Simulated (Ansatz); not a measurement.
C₂H₆Cl₄O₂Si₂ (`O[Si](Cl)(Cl)CC[Si](O)(Cl)Cl`). Charge 0, multiplicity 1. The structure was optimised at the PBE0-D4/def2-TZVP level. It is one conformer, not always the lowest.

```xyz
16

O    -2.115    0.348    0.882
Si   -1.511   -1.130    0.615
Cl   -2.221   -2.328    2.100
Cl   -2.174   -1.864   -1.187
C     0.349   -1.211    0.600
C     1.050   -0.493   -0.562
Si    1.103    1.353   -0.514
O    -0.415    1.961   -0.673
Cl    1.911    2.015    1.243
Cl    2.257    2.074   -2.037
H    -1.740    1.055    0.335
H     0.701   -0.834    1.567
H     0.608   -2.274    0.578
H     2.100   -0.801   -0.612
H     0.609   -0.778   -1.524
H    -0.513    2.907   -0.809
```

(1) What is the dipole moment at ωB97M-V/def2-TZVPP? (Best estimate.)

(2) And with PBE, r2SCAN, B3LYP? (Estimate.)

(3) Give the Mulliken charges with ωB97M-V, PBE, r2SCAN in def2-TZVPP. (An estimate is asked.)

Answers

(1) Computed: 2.90 D, with components (2.08, 1.68, -1.13) D in this frame, pointing from negative to positive charge.

(2) The calculation gave: PBE 2.80 D, r2SCAN 2.85 D, B3LYP 2.89 D.

(3) Computed: 
```tsv
atom	ωB97M-V	PBE	r2SCAN
O1	-0.37	-0.34	-0.40
Si2	0.64	0.59	0.73
Cl3	-0.19	-0.20	-0.23
Cl4	-0.21	-0.23	-0.26
C5	-0.36	-0.25	-0.23
C6	-0.33	-0.22	-0.20
Si7	0.61	0.55	0.69
O8	-0.38	-0.34	-0.42
Cl9	-0.18	-0.19	-0.22
Cl10	-0.17	-0.19	-0.22
H11	0.20	0.20	0.22
H12	0.13	0.10	0.08
H13	0.14	0.11	0.08
H14	0.14	0.11	0.08
H15	0.14	0.10	0.08
H16	0.19	0.20	0.22
```

B3LYP here is the variant with VWN-RPA as its local correlation; programs differ in this.
